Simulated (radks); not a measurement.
Question: Radial electron density D(r) = 4 pi r^2 rho(r) of an atom or ion with 40 electrons. Calculated with a radial shooting solver on a logarithmic mesh with Libxc functionals: Dirac Kohn-Sham, relativistic LDA (MacDonald-Vosko exchange, VWN5 correlation), spin-unpolarised, spherical densities, finite nucleus; Fermi nuclear charge, rms radius of each element as measured or else 0.836 A^(1/3) + 0.57 fm.

| r (bohr) | D(r) (e/bohr) |
|---|---|
| 0.001598 | 4.054 |
| 0.002064 | 6.203 |
| 0.002645 | 9.242 |
| 0.003417 | 13.70 |
| 0.004378 | 19.62 |
| 0.005656 | 27.61 |
| 0.007247 | 37.07 |
| 0.009362 | 47.91 |
| 0.012 | 57.97 |
| 0.0155 | 65.60 |
| 0.01986 | 68.17 |
| 0.02565 | 65.41 |
| 0.03287 | 60.63 |
| 0.04246 | 60.06 |
| 0.05441 | 68.32 |
| 0.07029 | 81.56 |
| 0.09007 | 86.11 |
| 0.1164 | 74.92 |
| 0.1491 | 61.49 |
| 0.1926 | 63.55 |
| 0.2488 | 71.69 |
| 0.3188 | 59.76 |
| 0.4118 | 33.29 |
| 0.5278 | 21.48 |
| 0.6817 | 22.07 |
| 0.8736 | 16.60 |
| 1.128 | 6.492 |
| 1.446 | 1.285 |
| 1.868 | 0.1035 |
| 2.394 | 0.003362 |

What is the nuclear charge?

Answer: Z = 52. The innermost maximum, from 1s, lies near gamma/Z bohr with gamma = sqrt(1 - (Z/c)^2) = 0.925, here 0.0178 bohr (found: 0.0197), and its height grows with Z. The density is that of the tellurium ion Te12+ in [Kr] 4d4; the configuration itself is not fixed sharply by these data, and Z only to a few units. D(r) has 4 maxima, at r = 0.0197, 0.0859, 0.251, 0.671 bohr, and minima at 0.0383, 0.164, 0.554 bohr, inside which lie 2.02, 11.16, 29.26 electrons.
